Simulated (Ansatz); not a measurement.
A nudged elastic band was laid between two geometries of CH$_{6}$AlFO$_{3}$Si (13 atoms, charge 0, multiplicity 1).

These are results of RKS PBE-D4/6-31G* (Ansatz), not measurements.

```
movable images  : 5
climbing image  : yes
spring          : 5.0 eV/Å²
optimiser       : quadratic models (default)
start path      : through a guess of the saddle point
force threshold : 0.05 eV/Å
iteration limit : 60
end points      : relaxed
```

First end point:

```xyz
13
Properties=species:S:1:pos:R:3
C 0.169 -0.783 2.430
O 0.004 -0.332 1.092
Al 0.046 -1.105 -0.457
F 0.385 -2.740 -0.583
Si -0.453 0.769 -1.951
O -0.951 1.846 -0.759
O 0.805 1.326 -2.912
H 0.457 -1.850 2.483
H 0.953 -0.186 2.930
H -0.775 -0.650 2.991
H -1.546 0.591 -2.954
H -0.690 1.515 0.130
H 1.617 1.566 -2.425
```

Last end point:

```xyz
13
Properties=species:S:1:pos:R:3
C 0.195 -0.782 2.426
O 0.017 -0.329 1.091
Al -0.119 -1.107 -0.450
F -0.001 -2.772 -0.577
Si -0.454 0.812 -1.934
O -0.750 1.943 -0.726
O 0.819 1.199 -2.959
H 1.072 -0.280 2.875
H -0.695 -0.527 3.031
H 0.353 -1.876 2.483
H -1.608 0.775 -2.882
H -0.487 1.580 0.150
H 1.678 1.330 -2.514
```

Question: What changes between the two ends?

Answer: No bond is made or broken. The dihedral H10–C1–O2–Al3 goes from -116 to 5°. The two ends are copies of one structure, up to a mirror image or an exchange of like atoms.

Question: What energy profile does the band end with?

Answer: The run converged. The highest image is number 3 of 0 to 6, 0.015 eV above the ends, which have the same energy within 2 meV. A vibrational analysis at the climbing image gives one clearly imaginary mode, 82i cm⁻¹: a first-order saddle point.

```json
{"image": "0", "path coordinate (Å)": "0.00", "energy (eV)": "0.000", "dihedral H10–C1–O2–Al3 (°)": "-116"}
{"image": "1", "path coordinate (Å)": "0.61", "energy (eV)": "0.005", "dihedral H10–C1–O2–Al3 (°)": "-95"}
{"image": "2", "path coordinate (Å)": "1.23", "energy (eV)": "0.013", "dihedral H10–C1–O2–Al3 (°)": "-72"}
{"image": "3", "path coordinate (Å)": "1.84", "energy (eV)": "0.015", "dihedral H10–C1–O2–Al3 (°)": "-54"}
{"image": "4", "path coordinate (Å)": "2.40", "energy (eV)": "0.010", "dihedral H10–C1–O2–Al3 (°)": "-33"}
{"image": "5", "path coordinate (Å)": "2.96", "energy (eV)": "0.003", "dihedral H10–C1–O2–Al3 (°)": "-13"}
{"image": "6", "path coordinate (Å)": "3.52", "energy (eV)": "0.000", "dihedral H10–C1–O2–Al3 (°)": "5"}
```

Question: What is the geometry of the highest image?

Answer: 
```xyz
13
Properties=species:S:1:pos:R:3
C 0.148 -0.797 2.437
O -0.016 -0.347 1.097
Al -0.081 -1.106 -0.457
F 0.096 -2.763 -0.620
Si -0.424 0.814 -1.938
O -0.752 1.947 -0.741
O 0.853 1.229 -2.945
H 1.161 -1.208 2.603
H 0.004 0.055 3.124
H -0.589 -1.580 2.696
H -1.566 0.750 -2.901
H -0.514 1.590 0.144
H 1.700 1.381 -2.483
```

Time of the run: 6.7 min on 2 threads of Intel(R) Xeon(R) Platinum 8259CL CPU @ 2.50GHz (Skylake/Cascade Lake) (shared host), peak memory 0.2 GiB.
